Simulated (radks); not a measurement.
These are the eigenvalues of the occupied orbitals of an atom or ion with whole-number occupations (hartree). Calculated with a radial shooting solver on a logarithmic mesh with Libxc functionals: scalar-relativistic Kohn-Sham, BLYP, spin-polarised, spherical densities, finite nucleus; Fermi nuclear charge, rms radius of each element as measured or else 0.836 A^(1/3) + 0.57 fm.

orbital  eigenvalue
1s up     -1478.391
1s down   -1478.385
2s up     -279.7994
2s down   -279.3080
2p up     -256.5583
2p down   -256.1819
3s up     -95.54689
3s down   -94.99527
3p up     -88.17244
3p down   -87.60558
3d up     -78.46705
3d down   -77.77294

Which element is it, and in what charge state? The configuration may be excited. Open shells, if any, are filled with parallel spins first.

Answer. Z = 57, lanthanum, charge +33: La33+ in [Ar] 3d6. The list shows which subshells hold electrons but not how many an open one holds; the 1s level, -1478.4 hartree, gives Z - s = 54.4 by -(Z - s)^2/2, which with screening and relativity narrows Z to a few neighbours, and the depths of the outer levels then fix element, charge and occupations together.
